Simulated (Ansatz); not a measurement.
Geometry optimisation, RKS PBE/def2-SVP in Ansatz.

Input:

```yaml
crystal:
  periodic: [false, false, false]
  atoms:
    - { symbol: Ge, position_ang: [0.0, 0.0, 0.0] }
    - { symbol: Ge, position_ang: [0.0, 0.0, 2.75] }
    - { symbol: H, position_ang: [-1.3958, -0.4318, 3.2674] }
    - { symbol: H, position_ang: [1.0719, -0.9929, 3.2674] }
    - { symbol: H, position_ang: [0.324, 1.4247, 3.2674] }
    - { symbol: F, position_ang: [1.5842, 0.0, -0.5594] }
    - { symbol: F, position_ang: [-0.7913, 1.3709, -0.5594] }
    - { symbol: F, position_ang: [-0.7913, -1.3709, -0.5594] }
    - { symbol: H, position_ang: [-1.7556, 0.0, 0.5833] }
    - { symbol: H, position_ang: [-1.5496, 0.0, 1.5485] }
basis:
  gaussian: { orbitals: def2-SVP }
hamiltonian:
  xc: pbe
relax:
  f_tol: 0.15
  max_steps: 25
  restrain:
    - { distance: [0, 8], at: 1.55, k: 30.0 }
    - { distance: [9, 1], at: 1.55, k: 30.0 }
    - { distance: [0, 1], at: 3.6, k: 30.0 }
    - { distance: [9, 8], at: 1.86, k: 30.0 }
```

Launched with:

```bash
$ ansatz run input.yaml --threads 4 --pin off --max-ram 5120MiB --backend cpu --events-out ev --progress --plain --runs-dir out
```

Q: Where does it end, and by what steps?

A: It converged. The restraints hold the end off the free minimum; the threshold counts their pulls, which the force column leaves out. Restrained pairs: Ge1–H9 (1.85 → 1.54 Å), Ge2–H10 (1.96 → 1.55 Å), Ge1–Ge2 (2.75 → 3.61 Å), H9–H10 (0.99 → 1.87 Å). After 14 steps the energy has fallen by 2.511 eV (the restraints' own energy left out); H3 moved furthest, 1.41 Å.

```json
{"step": "0", "energy less start (eV)": "0.0000", "largest force component (eV/Å)": "5.156", "accepted": "yes"}
{"step": "1", "energy less start (eV)": "2.2962", "largest force component (eV/Å)": "5.842", "accepted": "yes"}
{"step": "2", "energy less start (eV)": "3.1577", "largest force component (eV/Å)": "4.004", "accepted": "yes"}
{"step": "3", "energy less start (eV)": "1.8889", "largest force component (eV/Å)": "3.184", "accepted": "yes"}
{"step": "4", "energy less start (eV)": "0.3275", "largest force component (eV/Å)": "1.684", "accepted": "yes"}
{"step": "5", "energy less start (eV)": "-0.8228", "largest force component (eV/Å)": "1.077", "accepted": "yes"}
{"step": "6", "energy less start (eV)": "-1.5285", "largest force component (eV/Å)": "0.875", "accepted": "yes"}
{"step": "7", "energy less start (eV)": "-1.8743", "largest force component (eV/Å)": "1.039", "accepted": "yes"}
{"step": "8", "energy less start (eV)": "-2.0859", "largest force component (eV/Å)": "0.863", "accepted": "yes"}
{"step": "9", "energy less start (eV)": "-2.2681", "largest force component (eV/Å)": "0.823", "accepted": "yes"}
{"step": "10", "energy less start (eV)": "-2.3784", "largest force component (eV/Å)": "0.579", "accepted": "yes"}
{"step": "11", "energy less start (eV)": "-2.4524", "largest force component (eV/Å)": "0.567", "accepted": "yes"}
{"step": "12", "energy less start (eV)": "-2.4874", "largest force component (eV/Å)": "0.658", "accepted": "yes"}
{"step": "13", "energy less start (eV)": "-2.5097", "largest force component (eV/Å)": "0.471", "accepted": "yes"}
{"step": "14", "energy less start (eV)": "-2.5111", "largest force component (eV/Å)": "0.440", "accepted": "yes"}
```

```xyz
10
Properties=species:S:1:pos:R:3
Ge -0.433 0.142 -0.476
Ge -0.298 -0.133 3.125
H -0.821 -0.406 4.559
H 0.776 -1.178 2.756
H 0.263 1.304 3.043
F 1.009 0.436 0.454
F -0.350 1.256 -1.807
F -0.238 -1.440 -1.163
H -1.716 0.274 0.368
H -1.494 -0.255 2.146
```

The run took 28 s on 4 threads of Intel(R) Xeon(R) Platinum 8259CL CPU @ 2.50GHz (Skylake/Cascade Lake), on a shared host, peak memory 0.22 GiB.
